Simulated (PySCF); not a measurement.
## ZnIn at ROHF-SCS-MP2

Computed with ROHF-SCS-MP2; Zn def2-SVP, In def2-SVP with ECP28; scalar-relativistic core potentials (PySCF 2.14).

```json
{
  "state": "²Π (doublet), unpaired electrons π ↑",
  "bond length": "303.4 pm",
  "harmonic wavenumber": "75.1 cm⁻¹",
  "force constant": "0.137 mdyn/Å",
  "rotational constant Be": "0.04458 cm⁻¹",
  "anharmonicity ωexe": "1.22 cm⁻¹",
  "vibration–rotation constant αe": "0.000655 cm⁻¹",
  "well depth De to Zn + In": "0.17 eV",
  "dissociation energy D0": "0.16 eV"
}
```

Correlated steps freeze 9 core orbitals. The bond is weak. Basis-set superposition, not corrected here, can be much of De in a small basis, most of all at correlated wavefunction levels. These are scalar-relativistic numbers at best; spin–orbit coupling would shift them, the dissociation energy most. The state was picked by a PBE0 search and need not be the measured ground state.
